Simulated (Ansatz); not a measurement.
Geometry optimisation, Ansatz 0.2.0, RKS BHLYP/def2-SVP.

Input file:

```yaml
crystal:
  periodic: [false, false, false]
  atoms:
    - { symbol: B, position_ang: [-0.095614, 0.653364, -0.033821] }
    - { symbol: F, position_ang: [-0.243067, -1.304752, 1.563715] }
    - { symbol: Cl, position_ang: [1.526231, 0.255813, -0.704157] }
    - { symbol: "N", position_ang: [-1.228211, 0.340537, -0.77255] }
    - { symbol: H, position_ang: [-1.193209, -0.223169, -1.601309] }
    - { symbol: H, position_ang: [-2.152604, 0.553538, -0.443994] }
    - { symbol: O, position_ang: [-0.14217, 1.378611, 1.136832] }
    - { symbol: Al, position_ang: [0.907737, 2.493423, 1.910439] }
    - { symbol: H, position_ang: [1.009407, 2.339368, 3.467505] }
    - { symbol: H, position_ang: [1.58752, 3.629728, 1.074383] }
    - { symbol: H, position_ang: [-0.500819, -0.584162, 2.070758] }
basis:
  gaussian: { orbitals: def2-SVP }
hamiltonian:
  xc: { name: BHLYP }
relax:
  f_tol: 0.03
  max_steps: 50
```

Launched with:

```bash
$ ansatz run input.yaml --threads 4 --pin off --max-ram 5120MiB --backend cpu --events-out ev --progress --plain --runs-dir out
```

Question: Where does it end, and by what steps?

Answer: It converged. After 35 steps the energy has fallen by 0.456 eV; F2 moved furthest, 2.13 Å. Joined: Cl3–Al8 (3.50 → 2.59 Å).

| step | energy less start (eV) | largest force component (eV/Å) | accepted |
| --- | --- | --- | --- |
| 0 | 0.0000 | 0.775 | yes |
| 2 | -0.0945 | 2.382 | yes |
| 4 | -0.0597 | 1.683 | no |
| 6 | -0.1969 | 0.058 | yes |
| 8 | -0.1999 | 0.657 | no |
| 10 | -0.2100 | 0.210 | yes |
| 12 | -0.2079 | 1.167 | no |
| 14 | -0.2311 | 0.366 | yes |
| 16 | -0.2640 | 0.579 | yes |
| 18 | -0.3133 | 0.154 | yes |
| 20 | -0.3205 | 0.058 | yes |
| 22 | -0.3209 | 0.175 | no |
| 24 | -0.3279 | 0.077 | yes |
| 26 | -0.3378 | 0.231 | yes |
| 28 | -0.3557 | 0.327 | yes |
| 30 | -0.4045 | 0.451 | yes |
| 32 | -0.4445 | 0.188 | yes |
| 34 | -0.4555 | 0.050 | yes |
| 35 | -0.4558 | 0.026 | yes |

```xyz
11
Properties=species:S:1:pos:R:3
B 0.003 0.700 0.043
F -2.118 -0.362 1.906
Cl 1.425 1.540 -0.820
N -0.811 -0.164 -0.654
H -0.705 -0.388 -1.625
H -1.574 -0.609 -0.166
O -0.049 1.062 1.327
Al 1.275 2.213 1.677
H 2.539 1.600 2.364
H 0.874 3.725 1.689
H -1.385 0.214 1.927
```

Whether the end is a true minimum wasn't checked by a vibrational analysis.

Time of the run: 78 s on 4 threads of Arm Neoverse V2, on a shared host, peak memory 0.28 GiB.
